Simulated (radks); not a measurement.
The numbers below are computed, except where a source is named.
Problem. Coherent X-ray form factor from a spherical all-electron density. Level of theory: Dirac Kohn-Sham, SOGGA, spin-unpolarised, spherical densities, finite nucleus; Fermi nuclear charge, rms radius of each element as measured or else 0.836 A^(1/3) + 0.57 fm (a radial shooting solver on a logarithmic mesh with Libxc functionals).

| sin(theta)/lambda (1/angstrom) | f0 (electrons) |
|---|---|
| 0.05 | 36.903 |
| 0.1 | 36.613 |
| 0.15 | 36.140 |
| 0.2 | 35.498 |
| 0.25 | 34.706 |
| 0.3 | 33.785 |
| 0.4 | 31.655 |
| 0.5 | 29.310 |
| 0.6 | 26.935 |
| 0.8 | 22.610 |
| 1 | 19.198 |
| 1.25 | 16.043 |
| 1.5 | 13.580 |
| 2 | 9.653 |

The species is in the configuration that NIST lists as its ground one. Which atom or ion scatters so?

Solution. The cerium ion Ce21+, [Kr] 4d1. Extrapolating in s^2 from the first two rows gives f0(0) = 37.0, near the electron count 37; among species with that count, the fall with angle is slower the higher Z, and the table is that of Z = 58; from so few rows the species is fixed only to a neighbour or two.
